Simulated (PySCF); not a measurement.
**Bi(CH3)I2 at several levels of theory**

Computed with PySCF 2.14.0 (density fitting, no spin-orbit coupling) at the geometry relaxed with PBE:

```xyz
7
Bi(CH3)I2 (singlet)
Bi    0.6490    0.0000    0.8827
C     2.6589    0.0000   -0.2319
H     2.4492    0.0000   -1.3169
H     3.2172    0.9121    0.0543
H     3.2172   -0.9121    0.0543
I    -0.3749    2.2405   -0.5659
I    -0.3749   -2.2405   -0.5659
```

| level | basis | state | HOMO (eV) | gap (eV) | charge on Bi1 (e) | dipole about the centre of mass (D) | largest force component (eV/Å) |
| --- | --- | --- | --- | --- | --- | --- | --- |
| PBE | Bi def2-SVP with ECP60, C def2-SVP, H def2-SVP, I def2-SVP with ECP28 | singlet | -6.04 | 2.77 | 0.49 | 3.29 | 0.03 |
| PBE | Bi def2-TZVP with ECP60, C def2-TZVP, H def2-TZVP, I def2-TZVP with ECP28 | singlet | -6.14 | 2.83 | 0.62 | 3.16 | 0.33 |
| PBE | Bi x2c-SVPall, C x2c-SVPall, H x2c-SVPall, I x2c-SVPall | singlet | -5.96 | 2.79 | 0.52 | 3.07 | 0.78 |

Charges are Mulliken's, which hang on the basis. The relaxation used the grid (50, 194), these runs (75, 302) or, all-electron (x2c bases, spin-free X2C Hamiltonian), (99, 590).

(1) Order these levels, in the first row's basis, by the HOMO–LUMO gap they give here, smallest first.
A. TPSS
B. HF
C. B3LYP
D. revPBE

(2) And their other results?

## Answers

(1) D (2.80 eV), A (2.89 eV), C (4.02 eV), B (9.44 eV).

(2) 
```tsv
level	state	HOMO (eV)	gap (eV)	charge on Bi1 (e)	dipole about the centre of mass (D)	largest force component (eV/Å)
B3LYP	singlet	-6.86	4.02	0.54	3.47	0.25
TPSS	singlet	-6.15	2.89	0.52	3.44	0.15
HF	singlet	-9.33	9.44	0.72	4.22	0.64
revPBE	singlet	-6.00	2.80	0.51	3.34	0.14
```
